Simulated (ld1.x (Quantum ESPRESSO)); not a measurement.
## Configuration tests for thallium (PAW)

* Element: Tl
* Generator: ld1.x (Quantum ESPRESSO) 7.5
* Type: PAW
* Functional: PBEsol
* Relativity: scalar-relativistic
* Frozen core: [Xe] 4f14
* Valence charge: 13
* Reference configuration: 5d10 6s2 6p0 (charge +1)
* Partial waves: 6s (bound): rcut 1.85, rcutus 2.45 bohr; 6s channel at 3.05 Ry: rcut 1.85, rcutus 2.45 bohr; 6p (bound, empty): rcut 2.65, rcutus 2.85 bohr; 6p channel at 1 Ry: rcut 2.65, rcutus 2.85 bohr; 5d (bound): rcut 1.80, rcutus 2.00 bohr; 5d channel at -1.1 Ry: rcut 1.80, rcutus 2.00 bohr
* Local potential: all-electron potential smoothed inside 1.55 bohr (lloc = -2)
* Core correction: Bessel-smoothed model core inside 1.10 bohr
* Augmentation charge: BESSEL, radius 2.05 bohr

Energies are relative to the spin-unpolarised reference configuration 5d10 6s2 6p0; without spin polarisation the order of configurations can differ from experiment.

```
valence configuration  charge  ΔE all-electron (eV)  error AE − PS (meV)
         5d10 6s2 6p1       0                -5.147                 +3.8
         5d10 6s1 6p0      +2                20.843                 -6.1
         5d10 6s0 6p0      +3                51.006                  -27
          5d9 6s2 6p2       0                 9.552                  +27
         5d10 6s1 6p1      +1                 8.365                 -1.9
          5d9 6s0 6p0      +4               102.819                 -176
```

Problem. What are ΔE and the potential's error for 5d9 6s2 6p1?

Solution. ΔE = 16.097 eV all-electron; the error (AE − PS) is +5.8 meV.
